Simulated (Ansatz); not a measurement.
```yaml
crystal:
  periodic: [false, false, false]
  atoms:
    - {symbol: B, position_ang: [-1.965254, 0.694372, 0.564683]}
    - {symbol: O, position_ang: [-0.698374, 0.292745, 0.495386]}
    - {symbol: Al, position_ang: [0.906805, -0.220068, 0.427122]}
    - {symbol: N, position_ang: [1.570040, -0.660516, -1.140749]}
    - {symbol: H, position_ang: [-2.227901, 1.865724, 0.451985]}
    - {symbol: H, position_ang: [-2.840762, -0.116433, 0.737597]}
    - {symbol: H, position_ang: [1.757401, -0.290211, 1.745436]}
    - {symbol: H, position_ang: [1.071665, -0.635209, -2.015170]}
    - {symbol: H, position_ang: [2.515081, -0.976803, -1.283490]}
basis:
  gaussian: {orbitals: pcseg-2}
magnetization: {spin_polarized: true, initial_magnetization: 1}
hamiltonian: {xc: {name: PBE-QIDH}}
scf: {lower_state_search: full}
```

```sh
$ ansatz run in.yaml --threads 2 --pin off --events-out ev --progress --plain --max-ram 4352MiB
```

It prints (some lines left out):

```
Error: a molecule whose nuclei and cores have a total charge of 38 cannot have a net charge of 0 together with 1 unpaired electrons
```

(1) What is wrong with this run?

## Answers

(1) The number of unpaired electrons doesn't fit the electron count. The input was rejected before any iteration.
